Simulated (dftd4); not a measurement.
H2O2Zn, charge +1, doublet, at a GFN2-xTB geometry (such geometries of metal compounds can be far from the true shape) (a state made from the parent by changing its charge; the spin is typed, not shown lowest); D4 for pbe0 (dftd4 4.2.0).

Input for dftd4:
```
$ dftd4 mol.xyz --func pbe0 --charge 1 --json dftd4.json --noedisp --grad

# file mol.xyz
5

Zn    -0.00002765     0.18410192     0.03416767
O      1.25356735    -0.16406762    -1.10029929
H      1.91681448     0.38180558    -1.56511562
O     -1.25346034    -0.54831822     0.96808683
H     -1.91684092    -0.20577643     1.59778506
```

Problem. Predict the main parts of the log of this dftd4 run.

Solution. 
```
                    ____  _____ _____     ____  _  _
      -------------|  _ \|  ___|_   _|---|  _ \| || |------------
     |             | | | | |_    | | ___ | | | | || |_           |
     |             | |_| |  _|   | ||___|| |_| |__   _|          |
     |             |____/|_|     |_|     |____/   |_|            |
     |             ===================================           |
     |            E. Caldeweyher, S. Ehlert & S. Grimme          |
     |          Mulliken Center for Theoretical Chemistry        |
     |                    University of Bonn                     |
      -----------------------------------------------------------

Rational (Becke-Johnson) damping: pbe0-D4-ATM
---------------------
  s6         1.0000
  s8         1.2007
  s9         1.0000
  a1         0.4009
  a2         5.0293
 alp        16.0000
--------------------

Dispersion energy:      -1.3493852177902E-03 Eh

Gradient norm:           1.4457427893734E-04 Eh/a0
--------------------------------------------------
     #    Z           dE/dx      dE/dy      dE/dz
--------------------------------------------------
     1   30 Zn   -3.755E-09  2.500E-05  4.639E-06
     2    8 O     7.062E-05 -1.487E-05 -6.303E-05
     3    1 H     2.122E-05  1.644E-05 -1.506E-05
     4    8 O    -7.061E-05 -3.651E-05  5.349E-05
     5    1 H    -2.122E-05  9.938E-06  1.996E-05
--------------------------------------------------

Virial:
--------------------------------------------------
      component           x          y          z
--------------------------------------------------
          x       4.883E-04  7.483E-05 -4.028E-04
          y       7.483E-05  5.914E-05 -5.290E-05
          z      -4.028E-04 -5.290E-05  3.340E-04
--------------------------------------------------

[Info] Dispersion results written to 'dftd4.txt'
[Info] JSON dump of results written to 'dftd4.json'
```
